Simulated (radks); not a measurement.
Cr, 24 electrons, occupied as [Ar] 3d5 5f1 (not the ground configuration). Calculated with a radial shooting solver on a logarithmic mesh with Libxc functionals: Dirac Kohn-Sham, PBE, spin-unpolarised, spherical densities, point nucleus; open shells fill j = l - 1/2 first.

Unscreened Slater integrals over Kohn-Sham orbitals (eV). Large and small components are both included. Empty in this configuration: 5f7/2.

integral              value
F0(5f5/2,5f5/2)     0.82729
F2(5f5/2,5f5/2)     0.44016
F4(5f5/2,5f5/2)     0.31307
F0(5f5/2,3d5/2)      1.1625
F2(5f5/2,3d5/2)    0.018351
F4(5f5/2,3d5/2)   0.0025508
G1(5f5/2,3d5/2)   0.0015697
G3(5f5/2,3d5/2)  0.00087899
G5(5f5/2,3d5/2)  0.00059735
F0(5f5/2,3d3/2)      1.1625
F2(5f5/2,3d3/2)    0.018154
G1(5f5/2,3d3/2)   0.0015287
G3(5f5/2,3d3/2)  0.00085588
F0(5f5/2,3p3/2)      1.1626
F2(5f5/2,3p3/2)   0.0075440
G2(5f5/2,3p3/2)  4.6441e-05
G4(5f5/2,3p3/2)  2.9414e-05
F0(5f5/2,5f7/2)     0.82729
F2(5f5/2,5f7/2)     0.44016
F4(5f5/2,5f7/2)     0.31307
G2(5f5/2,5f7/2)     0.44016
G4(5f5/2,5f7/2)     0.31307
G6(5f5/2,5f7/2)     0.24499
F0(3d5/2,3d5/2)      18.160
F2(3d5/2,3d5/2)      7.9881
F4(3d5/2,3d5/2)      4.8955
F0(3d5/2,3d3/2)      18.206
F2(3d5/2,3d3/2)      8.0101
G2(3d5/2,3d3/2)      8.0061
G4(3d5/2,3d3/2)      4.9070
F0(3d5/2,3p3/2)      21.120
F2(3d5/2,3p3/2)      9.5620
G1(3d5/2,3p3/2)      11.862
G3(3d5/2,3p3/2)      7.0691
F0(3d5/2,5f7/2)      1.1625
F2(3d5/2,5f7/2)    0.018351
F4(3d5/2,5f7/2)   0.0025507
G1(3d5/2,5f7/2)   0.0015698
G3(3d5/2,5f7/2)  0.00087903
G5(3d5/2,5f7/2)  0.00059738
F0(3d3/2,3d3/2)      18.252
F2(3d3/2,3d3/2)      8.0324
F0(3d3/2,3p3/2)      21.183
F2(3d3/2,3p3/2)      9.5992
G1(3d3/2,3p3/2)      11.908
G3(3d3/2,3p3/2)      7.0975
F0(3d3/2,5f7/2)      1.1625
F2(3d3/2,5f7/2)    0.018154
G3(3d3/2,5f7/2)  0.00085585
G5(3d3/2,5f7/2)  0.00058159
F0(3p3/2,3p3/2)      25.358
F2(3p3/2,3p3/2)      12.654
F0(3p3/2,5f7/2)      1.1626
F2(3p3/2,5f7/2)   0.0075440
G2(3p3/2,5f7/2)  4.6444e-05
G4(3p3/2,5f7/2)  2.9417e-05
F0(5f7/2,5f7/2)     0.82730
F2(5f7/2,5f7/2)     0.44016
F4(5f7/2,5f7/2)     0.31307
F6(5f7/2,5f7/2)     0.24499
